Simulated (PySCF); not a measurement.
H4OSSi, SMILES [SiH2](O)S. The structure is a stationary point at ωB97X-D3(BJ)/def2-TZVP. The values are those of a single conformer.

Q: Give the equilibrium geometry at ωB97X-D3(BJ)/def2-TZVP (PySCF confirms it by a frequency run) as Cartesian coordinates in Å. (Estimate from the structure and the level; the computed values follow.)

A: This is not unique; one that fits is 
```xyz
7

Si    -0.7342    -0.1046     0.2487
O     -0.8255     1.5113     0.5464
S      1.1437    -0.6925    -0.5624
H     -0.9850    -0.7435     1.5539
H     -1.7054    -0.5486    -0.7774
H     -0.5710     2.1055    -0.1630
H      1.8445    -0.3599     0.5309
```
Charge 0, spin multiplicity 1.
